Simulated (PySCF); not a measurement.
IrO2, SMILES [O]=[Ir]=[O] (connectivity only; charge and spin as stated), neutral, multiplicity 4. Geometry: B3LYP-D3(BJ)/def2-TZVP. The multiplicity is an assumed one; other spin states were not compared. The def2 effective core potentials stand for the cores of Ir; spin–orbit coupling is left out.

Calculation: B3LYP-D3(BJ)/def2-TZVP (PySCF).

Harmonic wavenumbers (cm⁻¹): 255, 865, 939. Rotational constants (GHz): 23.21, 7.175, 5.481; symmetry number 2.

**Question.** Work out the zero-point energy and the ideal-gas rigid-rotor harmonic-oscillator thermochemistry at 298.15 K and 1 atm.

**Answer.** ZPE = ½ Σ hcν = ½ × 2059 cm⁻¹ = 12.32 kJ/mol. H − E(el) = 23.78 kJ/mol. Entropy in J/(mol K): translation 176.25, rotation 92.06, vibration 8.27, spin 11.53, total 288.11. G − E(el) = -62.12 kJ/mol. Cp = 44.77 J/(mol K).
